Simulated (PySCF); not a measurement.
**Where the electron goes**

Sb4S4 realgar, Sb4S4.
Z-matrix (Å and degrees, PBE0-D3(BJ)/def2-SVP geometry), rows numbered from 1:
```
Sb
S   1  2.4302
Sb  2  2.4322  1  104.60
S   3  2.4308  2   94.64  1   -61.92
Sb  4  2.4329  3  104.41  2    61.21
S   5  2.4301  1   96.99  2   -96.71
Sb  6  2.4321  5  104.59  1    37.60
S   7  2.4315  3   97.38  2     0.64
```

Level of theory: TDDFT PBE0/def2-SVPD, vertical, gas phase, core orbitals frozen in the response, def2 core potentials past Kr in PySCF. Spin–orbit coupling is left out.

Frontier orbitals with the atoms that hold most of them (Löwdin shares over 4%, at most four atoms; ? is withheld):

```
orbital  ε (eV)                               atoms
 HOMO-3   -7.60      S2 24%, S6 24%, S8 17%, S4 16%
 HOMO-2   -7.53  Sb1 18%, Sb7 17%, Sb3 17%, Sb5 17%
 HOMO-1   -6.96                                   ?
   HOMO       ?                                   ?
   LUMO   -2.28  Sb3 17%, Sb7 17%, Sb1 15%, Sb5 15%
 LUMO+1   -2.27  Sb1 17%, Sb5 16%, Sb7 16%, Sb3 15%
 LUMO+2   -2.02  Sb5 13%, Sb7 13%, Sb1 13%, Sb3 13%
```

(1) Which atoms hold the HOMO, and with what shares?

(2) Which atoms hold the HOMO-1, and with what shares?

(3) What is the HOMO energy, and the HOMO–LUMO gap?

Results:

(1) Sb1 (bonded to 2 S and Sb) 22%; Sb5 (bonded to 2 S and Sb) 22%; Sb7 (bonded to 2 S and Sb) 22%; Sb3 (bonded to 2 S and Sb) 22%.

(2) S2 (bonded to 2 Sb) 24%; S8 (bonded to 2 Sb) 24%; S4 (bonded to 2 Sb) 24%; S6 (bonded to 2 Sb) 24%.

(3) ε(HOMO) = -6.41 eV; the gap is 4.13 eV (0.1517 hartree).

How does S1 compare with the orbital gap of 4.13 eV?

S1 is at 3.10 eV (f = 0.0012), 1.03 eV below the gap, made of HOMO→LUMO (98%). 

Next come S2 at 3.11 eV (f 0.0012), HOMO→LUMO+1 (98%); S3 at 3.45 eV (f 0.019), HOMO→LUMO+2 (61%), HOMO→LUMO+3 (37%); S4 at 3.45 eV (f 0.012), HOMO→LUMO+3 (62%), HOMO→LUMO+2 (36%); S5 at 3.61 eV (f 0.0015), HOMO-1→LUMO (97%).

Orbitals of the list HOMO-3 to LUMO+2 that lie within 0.01 eV of each other are written together with a slash and their weights summed (≥ marks a lower bound); for degenerate orbitals outside that list single weights are arbitrary.

On an AMD EPYC with one thread, shared host with 64 logical CPUs at a one-minute load of 60, this took 14 min wall (grids of density and orbitals included) and 1.4 GiB of memory at its peak.

One conformer stands for the species.
